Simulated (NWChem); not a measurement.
Species: C₂H₂F₄; SMILES C(F)(C(F)F)F

```xyz
8

F      1.0923    -1.3566     0.0691
C      0.0000    -0.6847    -0.3297
F     -1.0923    -1.3567     0.0693
C      0.0000     0.6847     0.3297
F     -1.0923     1.3567    -0.0693
F      1.0923     1.3566    -0.0691
H     -0.0002    -0.5952    -1.4306
H     -0.0002     0.5952     1.4306
```
Atoms are numbered in this order, from 1.

All runs: NWChem. All runs use the structure optimised with PBE0/def2-SVP. Total energies compare along this basis series because the functional is fixed.

```
level             basis functions  energy (Ha)  highest occupied level (eV)  orbital gap (eV)
----------------  ---------------  -----------  ---------------------------  ----------------
PBE0/cc-pVDZ                   94    -476.3338                        -9.45             11.56
PBE0/aug-cc-pVDZ              156    -476.3796                        -9.87             10.06
PBE0/cc-pVTZ                  208    -476.4957                        -9.71             11.25
```
